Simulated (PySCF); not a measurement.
# How methods differ on the excitation energy of Fe

Fe [Ar] 3d6 4s2 (5D) → Fe [Ar] 3d8 (3F), as a difference of total energies. Calculation: PySCF 2.14, in x2c-TZVPPall; scalar relativity by spin-free X2C-1e. Correlated levels: valence and next inner shell: [Ne] frozen. The calculations carry no spin-orbit coupling.

```csv
method,excitation energy (cm⁻¹),error (cm⁻¹)
UHF,63463,+30600
MP2 (valence and next inner shell),21658,-11205
SCS-MP2 (valence and next inner shell),24995,-7868
CCSD (valence and next inner shell),40442,+7579
CCSD(T) (valence and next inner shell),37758,+4895
```

Reference: 32863 cm⁻¹ (measured; NIST levels, between the centres of gravity of the two terms).

Errors of the correlated levels include the incompleteness of this basis and the frozen core.
